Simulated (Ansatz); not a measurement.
The first iterations of a band of Cl2H2Si + H3N (9 atoms, charge 0, multiplicity 1).

Method: Ansatz, RKS B3LYP-D4/def2-SVP.

```yaml
movable_images: 1
climbing_image: no
spring: 5.0 eV/Å²
optimiser: quadratic models (default)
start_path: through a guess of the saddle point
force_threshold: 0.05 eV/Å
iteration_limit: 60
end_points: relaxed
```

First end point:

```xyz
9
Properties=species:S:1:pos:R:3
Si -0.508 -1.177 -0.417
H 0.971 -1.225 -0.435
Cl -1.213 -2.966 -1.178
Cl -1.162 -0.966 1.539
H -1.069 -0.079 -1.234
H 1.594 1.171 0.416
N 0.841 1.850 0.520
H 0.166 1.455 1.173
H 0.381 1.938 -0.384
```

Last end point:

```xyz
9
Properties=species:S:1:pos:R:3
Si -1.191 -0.209 -0.193
H 2.924 -0.583 0.556
Cl -0.216 -1.736 -1.229
Cl -1.699 -0.993 1.650
H -2.391 0.151 -0.974
H 2.344 -0.811 0.117
N -0.239 1.184 0.067
H 0.551 1.161 0.705
H -0.083 1.835 -0.699
```

| iteration | highest image above the first end (eV) | largest band force component (eV/Å) |
| --- | --- | --- |
| 1 | 2.236 | 2.716 |
| 2 | 1.907 | 1.133 |
| 3 | 1.820 | 1.667 |
| 4 | 1.751 | 0.275 |
| 5 | 1.728 | 0.439 |
| 6 | 1.697 | 0.548 |
| 7 | 1.666 | 0.557 |
| 8 | 1.632 | 0.720 |
| 9 | 1.552 | 0.659 |
| 10 | 1.473 | 0.574 |
| 11 | 1.398 | 0.537 |
| 12 | 1.330 | 0.491 |
| 13 | 1.283 | 0.487 |
| 14 | 1.265 | 0.445 |
| 15 | 1.248 | 0.423 |

Does the band converge within its limit, and where does its top end?

It converged. It ended after 46 iterations with the highest image 0.159 eV above the first end. No image climbed, so the highest image needn't sit at the top of the path. A band with more images between the same ends climbed to 1.77 eV, so this one has probably stepped over the top. So few images can step over the top or miss a turn of the path. The orbitals stay closed-shell, which can raise the energy where a bond breaks towards radicals; this wasn't checked here.

Time of the run: 35 s on 2 threads of AMD EPYC 9R45 96-Core Processor (Zen 5) (shared host), peak memory 0.22 GiB.
